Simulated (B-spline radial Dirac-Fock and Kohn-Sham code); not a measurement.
## Elastic and transport cross sections of copper for electrons

Level of theory: relativistic (Dirac) partial waves in the static field of the Dirac-Fock atom with Furness-McCarthy exchange, without polarisation or absorption potentials; an atomic code on a B-spline grid. σ_tr1 and σ_tr2 weight the cross section with 1 − P₁ and 1 − P₂ of cos θ; "backward" is the share scattered beyond 90°.

```
energy (eV)  σ (a₀²)  σ_tr1 (a₀²)  σ_tr2 (a₀²)  σ/σ_tr1  backward (%)
       1710     3.67        0.564        0.805     6.50           5.4
       2000     3.36        0.452        0.682     7.44           4.5
       3000     2.66        0.250        0.426     10.7           2.7
       3400     2.47        0.207        0.365     11.9           2.3
       4530     2.07        0.134        0.252     15.5           1.5
       4660     2.03        0.128        0.242     15.9           1.5
       5000     1.94        0.115        0.220     16.9           1.3
       5150     1.90        0.110        0.212     17.4           1.3
       6850     1.58       0.0699        0.142     22.6          0.87
       7710     1.46       0.0579        0.120     25.2          0.74
       7740     1.45       0.0576        0.119     25.2          0.74
       7880     1.44       0.0559        0.116     25.7          0.72
       8080     1.41       0.0537        0.112     26.3          0.70
      10000     1.21       0.0381       0.0818     31.9          0.52
      11400        ?            ?            ?        ?             ?
      12200     1.05       0.0275       0.0605     38.3          0.40
      14200    0.942       0.0214       0.0479     44.0          0.32
      20000    0.727       0.0121       0.0279     60.3          0.21
      20700    0.708       0.0114       0.0264     62.3          0.20
      23200    0.648      0.00938       0.0220     69.2          0.17
      24200    0.628      0.00873       0.0205     71.9          0.16
```

Q: Fill in the row for 11.4 keV.

A: σ = 1.11 a₀², σ_tr1 = 0.0307 a₀², σ_tr2 = 0.0671 a₀², σ/σ_tr1 = 36.0, backward 0.43 %. The ratio σ/σ_tr1 is roughly the number of elastic collisions that randomise the direction.

Values without a named source are computed, but for edge energies of neutral atoms, which are taken from tables.
